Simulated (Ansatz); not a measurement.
```yaml
crystal:
  periodic: [false, false, false]
  atoms:
    - {symbol: C, position_ang: [-4.154944, 0.929979, 0.748493]}
    - {symbol: O, position_ang: [-3.590239, 0.404800, -0.714287]}
    - {symbol: C, position_ang: [-2.185785, 0.100800, -0.224089]}
    - {symbol: C, position_ang: [-1.701293, -0.405069, 0.743567]}
    - {symbol: C, position_ang: [-0.097753, -0.826889, 0.950005]}
    - {symbol: C, position_ang: [0.248259, -0.675341, -0.410619]}
    - {symbol: C, position_ang: [1.616999, -1.371208, -0.299457]}
    - {symbol: F, position_ang: [1.816415, -2.325845, -1.416027]}
    - {symbol: F, position_ang: [2.010575, -1.842030, 0.782352]}
    - {symbol: C, position_ang: [2.999961, -0.317526, -0.676733]}
    - {symbol: F, position_ang: [4.171004, -1.030838, -0.663978]}
    - {symbol: F, position_ang: [2.603206, 0.693352, -1.714991]}
    - {symbol: O, position_ang: [2.617298, 0.567591, 0.262984]}
    - {symbol: C, position_ang: [3.466478, 1.885689, 0.781975]}
    - {symbol: C, position_ang: [-0.090727, -0.649738, -1.267811]}
    - {symbol: C, position_ang: [-1.402603, -0.193320, -1.255123]}
    - {symbol: H, position_ang: [-3.925567, 1.476520, 1.441852]}
    - {symbol: H, position_ang: [-4.506825, -0.378817, 1.356192]}
    - {symbol: H, position_ang: [-5.544419, 0.796985, 0.230445]}
    - {symbol: H, position_ang: [-1.920666, -0.058860, 1.780921]}
    - {symbol: H, position_ang: [0.235937, -0.710714, 1.816697]}
    - {symbol: H, position_ang: [4.641428, 1.388438, 0.476022]}
    - {symbol: H, position_ang: [3.316068, 2.237996, -0.382862]}
    - {symbol: H, position_ang: [3.259625, 2.449873, 1.275021]}
    - {symbol: H, position_ang: [0.169387, -0.902366, -2.507824]}
    - {symbol: H, position_ang: [-2.478941, -0.304977, -2.696621]}
basis:
  gaussian: {orbitals: 6-31G}
hamiltonian: {xc: {name: B97}}
output: {forces: true}
```

```sh
$ ansatz run in.yaml --threads 4 --pin off --events-out ev --progress --plain --max-ram 6963MiB
```

Output, abridged:

```
Functional definition: B97
2038 factors; integrals over basis functions are off by at most 2.6e-4 eV
mean field evaluation 1: about -25422.1981 eV, gradient 8.7e1 eV
mean field evaluation 2: about -25395.5952 eV, gradient 1.4e2 eV
mean field evaluation 4: about -25438.7070 eV, gradient 1.9e1 eV
mean field evaluation 8: about -25440.2713 eV, gradient 1.9e0 eV
mean field evaluation 16: about -25440.2800 eV, gradient 1.2e-3 eV
mean field -25440.27996238 eV, -934.9130445765 hartree, gradient 7.8e-5 eV, S^2 0.000000; 0 other end points of the search recorded, 0 dependent functions left out
reference -25440.27998766 eV, -934.9130455054 hartree; 61, 61 occupied and 103, 103 virtual orbitals, 2038 factors
Total energy: -25440.27998766 eV, -934.9130455054 hartree
Atom 0 at    -4.154944     0.929979     0.748493 Å, force   -11.097877   -14.303968   -10.879177 eV/Å
Atom 1 at    -3.590239     0.404800    -0.714287 Å, force     2.230802     2.322078     5.996468 eV/Å
Atom 2 at    -2.185785     0.100800    -0.224089 Å, force    -7.527518     3.607686   -13.947020 eV/Å
Atom 3 at    -1.701293    -0.405069     0.743567 Å, force     9.557211    -3.982648    19.261987 eV/Å
Atom 4 at    -0.097753    -0.826889     0.950005 Å, force   -12.252862     2.666728    -9.580636 eV/Å
Atom 5 at     0.248259    -0.675341    -0.410619 Å, force    41.717336    -8.859413    83.545234 eV/Å
Atom 6 at     1.616999    -1.371208    -0.299457 Å, force     4.651807     3.595437    -9.508257 eV/Å
Atom 7 at     1.816415    -2.325845    -1.416027 Å, force    -0.792341    -0.187271     1.249083 eV/Å
Atom 8 at     2.010575    -1.842030     0.782352 Å, force     1.539872    -3.802196     6.252365 eV/Å
Atom 9 at     2.999961    -0.317526    -0.676733 Å, force    -6.045394     1.423292     0.925643 eV/Å
Atom 10 at     4.171004    -1.030838    -0.663978 Å, force     0.449473     1.084517    -0.724866 eV/Å
Atom 11 at     2.603206     0.693352    -1.714991 Å, force     1.889348    -2.081562    -3.677838 eV/Å
Atom 12 at     2.617298     0.567591     0.262984 Å, force     0.849449     1.342225     7.832269 eV/Å
Atom 13 at     3.466478     1.885689     0.781975 Å, force    11.911016   -24.254382   -28.745299 eV/Å
Atom 14 at    -0.090727    -0.649738    -1.267811 Å, force   -36.714891     5.017157   -86.405393 eV/Å
Atom 15 at    -1.402603    -0.193320    -1.255123 Å, force    -3.838788     0.259286    -9.472946 eV/Å
Atom 16 at    -3.925567     1.476520     1.441852 Å, force     3.550176     7.316126     7.129547 eV/Å
Atom 17 at    -4.506825    -0.378817     1.356192 Å, force     1.686018     3.813099    -1.332160 eV/Å
Atom 18 at    -5.544419     0.796985     0.230445 Å, force     4.116143     1.711814     1.988437 eV/Å
Atom 19 at    -1.920666    -0.058860     1.780921 Å, force    -1.135581    -1.157127    -0.268560 eV/Å
Atom 20 at     0.235937    -0.710714     1.816697 Å, force     3.539131     0.637925     7.240872 eV/Å
Atom 21 at     4.641428     1.388438     0.476022 Å, force    -3.154359     2.053054     2.496696 eV/Å
Atom 22 at     3.316068     2.237996    -0.382862 Å, force     0.503515     0.713987     3.027477 eV/Å
Atom 23 at     3.259625     2.449873     1.275021 Å, force    -8.597079    20.130848    20.281839 eV/Å
Atom 24 at     0.169387    -0.902366    -2.507824 Å, force     0.252356     0.522942     4.212132 eV/Å
Atom 25 at    -2.478941    -0.304977    -2.696621 Å, force     2.713036     0.410365     3.102102 eV/Å
Dipole moment:     0.058184     0.596834     0.778561 e Å
```

Run time 16 s (4 threads of Arm Neoverse V2 on a shared host), peak host memory 0.85 GiB.
